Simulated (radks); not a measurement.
Values are calculated unless marked as measured or tabulated.
Q: The mean radii <r> (bohr) of the occupied orbitals of an atom or ion are listed with their occupations. Level of theory: Dirac Kohn-Sham, PBEsol, spin-unpolarised, spherical densities, finite nucleus; Fermi nuclear charge, rms radius of each element as measured or else 0.836 A^(1/3) + 0.57 fm (a radial shooting solver on a logarithmic mesh with Libxc functionals).

orbital  occ.      <r>
1s1/2       2  0.01805
2s1/2       2  0.07561
2p1/2       2  0.06247
2p3/2       4  0.07055
3s1/2       2   0.1970
3p1/2       2   0.1870
3p3/2       4   0.2019
3d3/2       4   0.1765
3d5/2       6   0.1811
4s1/2       2   0.4406
4p1/2       2   0.4451
4p3/2       4   0.4786
4d3/2       4   0.4934
4d5/2       6   0.5048
5s1/2       2    1.031
5p1/2       2    1.126
4f5/2       6   0.5741
5p3/2       3    1.223
4f7/2       8   0.5827
5d3/2       4    1.680
5d5/2       1    1.732
6s1/2       1    2.658
6d3/2       1    5.992

Name the element and its charge. Open shells, if any, fill j = l - 1/2 first.

A: Z = 75, rhenium, charge +1: Re+ in [Kr] 4d10 4f14 5s2 5p5 5d5 6s1 6d1. The 1s radius gives Z: for a bare nucleus <r> = (2 gamma + 1)/(2Z) with gamma = sqrt(1 - (Z/c)^2), 0.01783 bohr for Z = 75, and screening makes it slightly larger (0.01805 here). The occupations add up to 74, and the charge is Z minus that.
